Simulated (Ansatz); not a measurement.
Reactions of C2H8AlN (`C[N](C)[AlH2]`).

Calculated with Ansatz (gas phase, PBE0-D4/def2-TZVP geometries, no zero-point term in ΔE). CCSD(T)/CBS adds triple-zeta CCSD(T) − MP2 to the extrapolated MP2 energy (def2 sets, frozen cores). This one scheme is used for every species. Double bonds are as drawn, so ΔE can hold a change between cis and trans. Functionals use def2-TZVPP. For Se outer-core shells are correlated without core-valence functions, which leaves a few kJ/mol of doubt a bond. Scalar relativity is left out up to krypton. One conformer a species, not always the lowest.

```json
{"reaction": "`C[N](C)[AlH2]` + `FC=C(Cl)Cl` → `C[N](C)[AlH][Cl]` + `F/C=C/Cl`", "B97M-V (kJ/mol)": "-233"}
{"reaction": "`C[N](C)[AlH2]` + H–F → `[F][AlH2]` + `CNC`", "B97M-V (kJ/mol)": "-96"}
{"reaction": "`C[N](C)[AlH2]` + H₂ → `[AlH3]` + `CNC`", "B97M-V (kJ/mol)": "72"}
{"reaction": "`C[N](C)[AlH2]` + `C=C=CC` → `CC=C=CC` + `C[NH][AlH2]`", "B97M-V (kJ/mol)": "-35"}
{"reaction": "`C[N](C)[AlH2]` + `N=C[SeH]` → `[AlH2]/[N]=C\\[SeH]` + `CNC`", "B97M-V (kJ/mol)": "-6"}
{"reaction": "`C[N](C)[AlH2]` + `C1C[SiH2]1` → `[AlH2][CH]1C[SiH2]1` + `CNC`", "B97M-V (kJ/mol)": "70"}
```

Problem. Give the CCSD(T)/CBS values in the same order. (Best estimate.)

Solution. Ansatz gave: -246, -90, 83, -35, 0, 69 kJ/mol.

Largest T1 diagnostic: 0.013, for `[AlH2]/[N]=C\[SeH]`.
